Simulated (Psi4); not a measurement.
dimethylacetylene (C4H6), singlet, geometry from GFN2-xTB; HF/STO-3G in Psi4.

Here is a job for Psi4.
```
memory 2 GB

molecule mol {
0 1
C     0.003502    0.006812    2.047175
C     0.001025    0.001993    0.598972
C    -0.001025   -0.001993   -0.598972
C    -0.003502   -0.006812   -2.047175
H    -0.016610    1.031669    2.417917
H    -0.871960   -0.521715    2.424549
H     0.900994   -0.485783    2.421397
H    -0.024893    1.015554   -2.424658
H     0.892711   -0.501897   -2.421178
H    -0.880243   -0.537829   -2.418026
}

set {
  basis sto-3g
  reference rhf
  e_convergence 1e-10
}

energy('scf')
print_variables()
```

Q: Predict the main parts of the log of this Psi4 run.

A: 
```
   => Loading Basis Set <=

    Name: STO-3G
    Role: ORBITAL
    Keyword: BASIS

         ---------------------------------------------------------
                                   SCF
               by Justin Turney, Rob Parrish, Andy Simmonett
                          and Daniel G. A. Smith
                              RHF Reference
         ---------------------------------------------------------

  ==> Geometry <==

    Molecular point group: c1
    Full point group: C1

    Geometry (in Angstrom), charge = 0, multiplicity = 1:

       Center              X                  Y                   Z               Mass
    ------------   -----------------  -----------------  -----------------  -----------------
         C            0.003502018647     0.006812018647     2.047174981353    12.000000000000
         C            0.001025018647     0.001993018647     0.598971981353    12.000000000000
         C           -0.001024981353    -0.001992981353    -0.598972018647    12.000000000000
         C           -0.003501981353    -0.006811981353    -2.047175018647    12.000000000000
         H           -0.016609981353     1.031669018647     2.417916981353     1.007825032230
         H           -0.871959981353    -0.521714981353     2.424548981353     1.007825032230
         H            0.900994018647    -0.485782981353     2.421396981353     1.007825032230
         H           -0.024892981353     1.015554018647    -2.424658018647     1.007825032230
         H            0.892711018647    -0.501896981353    -2.421178018647     1.007825032230
         H           -0.880242981353    -0.537828981353    -2.418026018647     1.007825032230

  Running in c1 symmetry.

  Rotational constants: A =      2.65954  B =      0.11405  C =      0.11405 [cm^-1]
  Rotational constants: A =  79731.01681  B =   3418.99724  C =   3418.99720 [MHz]
  Nuclear repulsion =  100.716453190576246

  Charge       = 0
  Multiplicity = 1
  Electrons    = 30
  Nalpha       = 15
  Nbeta        = 15

  ==> Algorithm <==

  SCF Algorithm Type is DF.
  DIIS enabled.
  MOM disabled.
  Fractional occupation disabled.
  Guess Type is SAD.
  Energy threshold   = 1.00e-10
  Density threshold  = 1.00e-06
  Integral threshold = 1.00e-12

  ==> Primary Basis <==

  Basis Set: STO-3G
    Blend: STO-3G
    Number of shells: 18
    Number of basis functions: 26
    Number of Cartesian functions: 26
    Spherical Harmonics?: true
    Max angular momentum: 1

   => Loading Basis Set <=

[...]
    Total      26      26
   -------------------------

  ==> Iterations <==

                           Total Energy        Delta E     RMS |[F,P]|

   @DF-RHF iter SAD:  -149.92471197401247   -1.49925e+02   0.00000e+00
   @DF-RHF iter   1:  -153.02534333086442   -3.10063e+00   4.67298e-03 ADIIS/DIIS
   @DF-RHF iter   2:  -153.03609608096525   -1.07528e-02   1.04097e-03 ADIIS/DIIS
   @DF-RHF iter   3:  -153.03673044938947   -6.34368e-04   2.73187e-04 ADIIS/DIIS
   @DF-RHF iter   4:  -153.03678255081564   -5.21014e-05   1.51866e-05 DIIS
   @DF-RHF iter   5:  -153.03678271998555   -1.69170e-07   2.51986e-06 DIIS
   @DF-RHF iter   6:  -153.03678272474085   -4.75529e-09   1.66204e-07 DIIS
   @DF-RHF iter   7:  -153.03678272475915   -1.83036e-11   1.73822e-08 DIIS
  Energy and wave function converged.

  ==> Post-Iterations <==

    Orbital Energies [Eh]
    ---------------------

    Doubly Occupied:

[...]
    Virtual:

[...]
    Final Occupation by Irrep:
              A
    DOCC [    15 ]
    NA   [    15 ]
    NB   [    15 ]

  @DF-RHF Final Energy:  -153.03678272475915

   => Energetics <=

    Nuclear Repulsion Energy =            100.7164531905762459
    One-Electron Energy =                -405.8001791371775653
    Two-Electron Energy =                 152.0469432218421559
    Total Energy =                       -153.0367827247591492

Computation Completed

Properties will be evaluated at   0.000000,   0.000000,   0.000000 [a0]

Properties computed using the SCF density matrix

 Multipole Moments:

 ------------------------------------------------------------------------------------
     Multipole            Electronic (a.u.)      Nuclear  (a.u.)        Total (a.u.)
 ------------------------------------------------------------------------------------

 L = 1.  Multiply by 2.5417464519 to convert [e a0] to [Debye]
 Dipole X            :          0.0000008           -0.0000008           -0.0000001
 Dipole Y            :          0.0000007           -0.0000008           -0.0000001
 Dipole Z            :         -0.0000009            0.0000008           -0.0000001
 Magnitude           :                                                    0.0000001

 ------------------------------------------------------------------------------------

  Variable Map:
  ----------------------------------------------------------------------------
[...]
  Array Variable Map:
  ----------------------------------------------------------------------------
[...]
[...]
```
